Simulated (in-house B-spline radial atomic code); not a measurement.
**Correlation energy from the adiabatic connection: ω²r²/2, ω = 0.0141**

Two electrons in a singlet, external potential ω²r²/2, ω = 0.0141 (atomic units). Full CI in B-splines (partial waves to l = 8, correlation up to 0.6 % small) with the density held fixed gives W(λ) = <V_ee>_λ − U, and E_c is the integral of W(λ) − W(0) from 0 to 1.

| λ | W(λ) − W(0) (hartree) |
| --- | --- |
| 0 | 0.00000 |
| 0.02 | -0.00214 |
| 0.05 | -0.00481 |
| 0.12 | -0.00925 |
| 0.25 | -0.01384 |
| 0.4 | -0.01662 |
| 0.6 | -0.01870 |
| 0.8 | -0.01999 |
| 1 | -0.02088 |

Problem. Integrate the table by the trapezoid rule.

Solution. The strips give -0.00002, -0.00010, -0.00049, -0.00150, -0.00228, -0.00353, -0.00387, -0.00409, which sum to -0.01589 hartree. The direct value, W(1) − W(0) + T_c with T_c = 0.00489, is -0.01599; the curve is convex, so chords lie above it and the trapezoids fall short in size by 0.64 %.

Problem. Now use only three numbers: W(0) = -0.066875, the initial slope W'(0) = -0.1141 (extrapolated from the first points) and the strong-coupling limit of the point-charge-plus-continuum model, W∞ = -0.089126. What do second-order theory and the interpolation W(λ) = W∞ + (W(0) − W∞)/√(1 + 2χλ) of Seidl, Perdew and Levy give?

Solution. Second order keeps the slope alone: E_c = W'(0)/2 = -0.05705, +257 % in size against -0.01599. Matching the slope fixes χ = W'(0)/(W∞ − W(0)) = -0.1141/(-0.02225) = 5.12786. Integrating, with s = √(1 + 2χ) = 3.354954, E_c = −(W(0) − W∞)(s − 1)/(s + 1) = −0.02225 × 2.354954/4.354954 = -0.01203 hartree, -24.8 % in size against the full result. At λ = 1 the formula gives W − W(0) = -0.01562 against -0.02088. Part of the miss can come from the model's W∞, which here lies above the computed W at λ = 4.5, -0.09206. The slope is uncertain by some per cent for so bent a curve.
